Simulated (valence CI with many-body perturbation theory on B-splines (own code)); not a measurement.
Rh XXIV: what each term of the Hamiltonian does

Computed by valence CI with perturbative core correlation (CI+MBPT): four valence electrons over a frozen Dirac-Fock core [Ar], radial functions for each j: 9 s, 9 p, 10 d, 8 f, 5 g, 3 h, 1 i, with the one-electron correlation potential Σ1, the two-electron term Σ2, the three-electron term Σ3, Breit, model QED; selected CI, second order for the rest (own B-spline code, finite nucleus).

No measured levels were compared; by estimate terms of the open shell hold to 2 to 4 % of their energy, and close levels can change places. Core correlation moves these levels by up to 9700 cm⁻¹, and in measured spectra 5 to 20 % of such shifts remained as error; rates that hang on mixing are uncertain with them. Only levels of the ground parity were solved; by the run's estimate the other parity begins above the list, which can be wrong where configurations are misplaced.

Each rung adds one term. CI alone is the Dirac-Coulomb CI over the frozen core; QED comes last and gives the full result, which names the levels. Energies are above 3d⁴ ⁵D_0 on the same rung, in cm⁻¹.

Names give the largest LS component (configuration and term), which can be under half, so a name can repeat, a term be missing and a line seem to break the LS rules; names also repeat where a configuration has a term twice. Letters in brackets count levels of one name in rising energy.

```tsv
Level	CI alone	+ Σ1	+ Σ2	+ Σ3	+ Breit	Full
3d⁴ ⁵D_1	18902	19257	20284	20573	19070	19183
3d⁴ ⁵D_2	36328	36911	38359	38674	35849	36029
3d⁴ ⁵D_3	50516	51219	52733	52987	49168	49381
3d⁴ ⁵D_4	60662	61353	62704	62748	58162	58366
3d⁴ ³P_0 [a]	91237	91877	91411	90732	88869	89042
3d⁴ ³H_4	99958	100587	101831	101159	97495	97658
3d⁴ ³G_3	120429	121134	120676	120077	117044	117222
3d⁴ ³H_5	124322	125178	126815	126483	121129	121354
3d⁴ ³F_2 [a]	124475	125179	124046	124017	121294	121470
3d⁴ ³P_1 [a]	124965	125853	124866	125231	122098	122335
3d⁴ ³H_6	134880	135800	138095	137660	130733	130975
3d⁴ ³G_4	147421	148479	149038	148389	143176	143448
3d⁴ ³P_2 [a]	155084	156071	153544	153560	149325	149576
3d⁴ ³F_4 [a]	156650	157719	157870	156683	151271	151563
3d⁴ ³F_3 [a]	163821	164870	162765	162278	157901	158152
3d⁴ ³D_3	173597	174686	172965	172020	167497	167800
3d⁴ ³G_5	181479	182843	183823	183216	175929	176299
3d⁴ ³P_2 [b]	183346	184502	182903	182985	178422	178728
3d⁴ ¹I_6	190928	192264	195214	194360	186444	186797
```

**Question.** How does the ionisation energy move along the ladder, and which term matters most?

**Answer.** CI alone 1122.4, + Σ1 1124.8, + Σ2 1132.1, + Σ3 1132.1, + Breit 1131.6, + QED 1131.7 eV. The largest step is Σ2, 7.2 eV. NIST lists 1131 ± 4 eV (theoretical).
